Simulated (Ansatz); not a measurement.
Species: SiH3S, charge 0, doublet. SiH3S (SMILES [SiH2]S, doublet).
B3LYP-D3(BJ)/def2-TZVP minimum from Ansatz (a program for electronic structure):
```
Si
H 1 1.4850
H 1 1.4896 2 110.30
S 1 2.1473 2 104.60 3 119.37
H 4 1.3443 1 95.22 2 -171.41
```
Charge 0, spin multiplicity 2.

Total energies in cc-pV(T+d)Z, 13 correlated electrons, 10 frozen orbitals. Radicals and triplets start from unrestricted determinants; spin-orbit coupling is neglected. Correlated methods leave the cores frozen. No relativity.

| method | program | energy (Eh) | minus CCSDT(Q) (mEh) |
|---|---|---|---|
| HF | Ansatz | -688.23137 | 338.95 |
| MP2 | Ansatz | -688.51664 | 53.68 |
| CCSD | Ansatz | -688.55482 | 15.50 |
| CCSD(T) | Ansatz | -688.56829 | 2.03 |
| CCSDT(Q) | Ansatz | -688.57032 | 0.00 |
